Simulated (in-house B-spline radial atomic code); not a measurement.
Configurations of Hf+, with energies counted from [Xe] 4f14 (5d3/2)1 6s2. Computed with a B-spline radial code for spherical atoms: Dirac-Hartree-Fock, average of each configuration as written, Fermi nucleus of rms radius 5.347 fm. Energies include first-order Breit, QED and recoil terms.

Occupations are held fixed; configurations that lie above the ionisation limit could autoionise.

```csv
configuration,E - E(ref) (eV),highest orbital,its <r> (bohr)
[Xe] 4f14 (5d3/2)1 (5f7/2)1 6s1,9.8686,5f7/2,8.729
[Xe] 4f14 6s2 (6f5/2)1,12.653,6f5/2,15.11
[Xe] (4f5/2)6 (4f7/2)7 (5d3/2)1 6s2 (6f5/2)1,29.011,6f5/2,15.01
[Kr] 4d10 4f14 5s2 (5p1/2)1 (5p3/2)4 (5d5/2)1 6s2 (6g9/2)1,54.797,6g9/2,21.95
[Kr] 4d10 4f14 5s2 (5p1/2)1 (5p3/2)4 (5d3/2)1 6s2 (9p3/2)1,54.943,9p3/2,22.17
[Kr] (4d3/2)4 (4d5/2)5 4f14 5s2 5p6 (5d3/2)1 6s2 (8p3/2)1,229.56,8p3/2,14.62
```

Question: Order these further configurations by energy, lowest first.
A. [Kr] 4d10 4f14 5s2 (5p1/2)1 (5p3/2)4 (5d3/2)1 6s2 (6p3/2)1
B. [Kr] (4d3/2)3 (4d5/2)6 4f14 5s2 5p6 (5d5/2)1 6s2 (6p1/2)1
C. [Xe] 4f14 (5d5/2)1 6s1 (6f7/2)1
D. [Xe] 4f14 (5d3/2)1 6s1 (9g7/2)1
E. [Xe] 4f14 6s2 (8f5/2)1

Answer: C (11.545 eV), D (12.646 eV), E (13.752 eV), A (46.275 eV), B (232.24 eV).

Question: How far above the reference does [Xe] 4f14 (5d5/2)1 6s2 lie?

Answer: 0.3983 eV; its least bound orbital is 6s1/2 with <r> = 3.26 bohr.

Question: How far above the reference does [Kr] (4d3/2)4 (4d5/2)5 4f14 5s2 5p6 (5d3/2)1 6s2 (7p3/2)1 lie?

Answer: 227.66 eV; its least bound orbital is 7p3/2 with <r> = 8.608 bohr.
